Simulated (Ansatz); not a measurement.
`O[SiH](O)C[SiH](F)F` + `C=C[SiH2]S` → `C=C[SiH2]S[SiH](F)F` + `C[SiH](O)O`  (ligand exchange at the Si–C bond)

Gas-phase electronic energies from Ansatz, PBE0-D4/def2-TZVP geometries. CBS: MP2 limit from def2 TZ/QZ plus the TZ coupled-cluster correction, frozen cores. Functionals use def2-TZVPP. One conformer a species, not always the lowest.

```
              species  r2SCAN-D4 energy (Eh)
`O[SiH](O)C[SiH](F)F`             -971.07944
         `C=C[SiH2]S`             -767.46004
`C=C[SiH2]S[SiH](F)F`            -1256.81305
         `C[SiH](O)O`             -481.74592
```

Work out ΔE.

ΔE = (-1256.81305) + (-481.74592) − (-971.07944) − (-767.46004) = -0.01949 Eh = -51.2 kJ/mol. CCSD(T)/CBS gives -49.1 kJ/mol.

Largest T1 diagnostic among the species: 0.012.

The D4 term adds −3.3 kJ/mol with B3LYP and −2.0 kJ/mol with PBE0; it sums over pairs of atoms, weighted by their polarisabilities, and B3LYP, whose exchange is more repulsive, gets the larger term.

B3LYP here is the variant with VWN-RPA as its local correlation; programs differ in this.
